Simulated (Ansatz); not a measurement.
## Molecular dynamics, step by step

Si$_{2}$H$_{6}$O$_{2}$, singlet, PBE0-D4/def2-SVP (Ansatz 0.2.0). Settings (timestep in fs, temperature in K, friction in 1/fs; T counts 30 degrees of freedom, while the starting velocities carry no drift of the centre of mass, so T starts below the set value):

```yaml
hamiltonian: {xc: pbe0, dispersion: d4}
md: {n_steps: 80, timestep: 0.5, temperature: 500, ensemble: nvt_langevin, seed: 294, friction: 0.05, initial_velocities: maxwell_boltzmann}
```

Start, the saddle point found with PBE0-D4 in triple zeta (not stationary at another level):

```
10
angstrom
Si -0.6533 0.0053 -0.5002
O 0.7170 1.0251 -1.3143
O -0.5888 -0.8920 -1.7785
H 0.4520 0.2593 -2.0103
H -1.7221 1.0392 -0.3298
Si 0.1999 -0.7176 1.5607
H 0.4794 1.8984 -1.6501
H 0.4242 0.4482 2.4599
H -0.7892 -1.6239 2.2031
H 1.4808 -1.4417 1.3596
```

| step | time (fs) | potential energy less the start (meV) | kinetic energy (meV) | T (K) |
| --- | --- | --- | --- | --- |
| 0 | 0.00 | 0.0 | 581.7 | 450 |
| 5 | 2.50 | 144.3 | 474.5 | 367 |
| 10 | 5.00 | 276.6 | 492.9 | 381 |
| 15 | 7.50 | 264.5 | 695.0 | 538 |
| 20 | 10.00 | 411.6 | 768.0 | 594 |
| 25 | 12.50 | 505.1 | 732.2 | 566 |
| 30 | 15.00 | 356.0 | 969.8 | 750 |
| 35 | 17.50 | 484.2 | 705.3 | 546 |
| 40 | 20.00 | 555.9 | 829.0 | 641 |
| 45 | 22.50 | 505.8 | 1004.0 | 777 |
| 50 | 25.00 | 651.2 | 587.5 | 455 |
| 55 | 27.50 | 717.9 | 547.9 | 424 |
| 60 | 30.00 | 671.5 | 594.5 | 460 |
| 65 | 32.50 | 578.7 | 889.9 | 688 |
| 70 | 35.00 | 505.4 | 909.0 | 703 |
| 75 | 37.50 | 512.7 | 788.0 | 610 |
| 80 | 40.00 | 496.8 | 730.5 | 565 |

Step 15, positions (Å) and forces (eV/Å):

```json
{"atom": "Si1", "x": "-0.681", "y": "-0.008", "z": "-0.472", "Fx": "-0.441", "Fy": "1.099", "Fz": "-1.242"}
{"atom": "O2", "x": "0.768", "y": "1.025", "z": "-1.354", "Fx": "-0.966", "Fy": "0.391", "Fz": "-1.077"}
{"atom": "O3", "x": "-0.572", "y": "-0.883", "z": "-1.798", "Fx": "0.035", "Fy": "-0.063", "Fz": "0.392"}
{"atom": "H4", "x": "0.402", "y": "0.183", "z": "-1.969", "Fx": "0.463", "Fy": "-0.543", "Fz": "0.127"}
{"atom": "H5", "x": "-1.734", "y": "1.131", "z": "-0.543", "Fx": "0.434", "Fy": "-0.677", "Fz": "0.563"}
{"atom": "Si6", "x": "0.190", "y": "-0.687", "z": "1.578", "Fx": "0.686", "Fy": "-0.332", "Fz": "0.879"}
{"atom": "H7", "x": "0.391", "y": "1.732", "z": "-1.941", "Fx": "0.488", "Fy": "-0.277", "Fz": "1.112"}
{"atom": "H8", "x": "0.457", "y": "0.474", "z": "2.515", "Fx": "-0.045", "Fy": "-0.157", "Fz": "-0.359"}
{"atom": "H9", "x": "-0.670", "y": "-1.636", "z": "2.345", "Fx": "-0.376", "Fy": "0.079", "Fz": "-0.150"}
{"atom": "H10", "x": "1.458", "y": "-1.513", "z": "1.419", "Fx": "-0.278", "Fy": "0.480", "Fz": "-0.245"}
```

Step 30, positions (Å) and forces (eV/Å):

```tsv
atom	x	y	z	Fx	Fy	Fz
Si1	-0.724	-0.022	-0.506	1.072	0.281	0.728
O2	0.827	0.984	-1.405	-0.500	1.380	0.195
O3	-0.571	-0.849	-1.823	-0.050	-1.162	-0.475
H4	0.502	0.080	-1.900	0.026	0.339	-0.953
H5	-1.665	1.074	-0.500	-0.844	0.729	0.273
Si6	0.182	-0.699	1.634	0.112	-0.219	-1.181
H7	0.556	1.821	-1.903	0.419	-1.809	0.849
H8	0.581	0.575	2.298	-0.135	-0.135	0.348
H9	-0.641	-1.713	2.365	-0.186	0.414	0.180
H10	1.397	-1.480	1.236	0.086	0.182	0.036
```

Step 60, positions (Å) and forces (eV/Å):

| atom | x | y | z | Fx | Fy | Fz |
| --- | --- | --- | --- | --- | --- | --- |
| Si1 | -0.739 | 0.003 | -0.541 | 0.720 | -2.798 | -1.749 |
| O2 | 0.839 | 0.874 | -1.363 | 0.681 | 1.834 | 0.727 |
| O3 | -0.642 | -0.904 | -1.868 | -1.077 | 0.624 | 1.889 |
| H4 | 0.943 | 0.429 | -2.228 | -0.670 | -0.469 | 0.290 |
| H5 | -1.705 | 1.047 | -0.193 | -0.370 | 0.854 | -0.486 |
| Si6 | 0.122 | -0.673 | 1.622 | 1.124 | 0.702 | -1.258 |
| H7 | 0.854 | 1.836 | -1.515 | 0.189 | -0.159 | 0.076 |
| H8 | 0.716 | 0.603 | 2.160 | -0.107 | 0.001 | 0.060 |
| H9 | -0.524 | -1.331 | 2.769 | -0.439 | -0.323 | 0.024 |
| H10 | 1.318 | -1.406 | 1.077 | -0.051 | -0.266 | 0.428 |

Last step (80):

Si1  (-0.775, -0.019, -0.578)
O2  (0.866, 0.852, -1.298)
O3  (-0.722, -0.870, -1.833)
H4  (0.655, 0.307, -2.132)
H5  (-1.692, 1.298, -0.524)
Si6  (0.097, -0.600, 1.567)
H7  (1.074, 1.787, -1.429)
H8  (0.864, 0.591, 2.084)
H9  (-0.527, -1.181, 2.792)
H10  (1.180, -1.652, 1.564)
(Å)

The run took about 45 s on 4 CPU threads of an Intel Xeon Platinum 8488C (shared host).
